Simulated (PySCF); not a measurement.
Method: PBE/[Br def2-SVPD, F def2-SVPD], no relativity, density fitting, PySCF. Open shells, if any, are unrestricted.

**Question.** What shape and geometry does isolated singlet [BrF4]- take (every ligand bound to Br)?

**Answer.** Counting electrons, bromine keeps 4 of its valence electrons outside its bonds, so the VSEPR class is AX4E2 and the expected shape is square planar (D4h), as computed. The lowest minimum found is a singlet of D4h symmetry with Br–F 1.957 Å (×4); F–Br–F 90.0° (×4), F–Br–F 180.0° (×2). Its harmonic wavenumbers are 151 (b2u), 168 (eu), 209 (b2g), 288 (a2u), 388 (b1g), 465 (a1g), 480 (eu) cm⁻¹ and its dipole moment is 0.00 D about the centre of mass.

Other isomers or separated fragments may lie lower. The lowest empty level of this anion is unbound, so it and the gap depend on the basis.
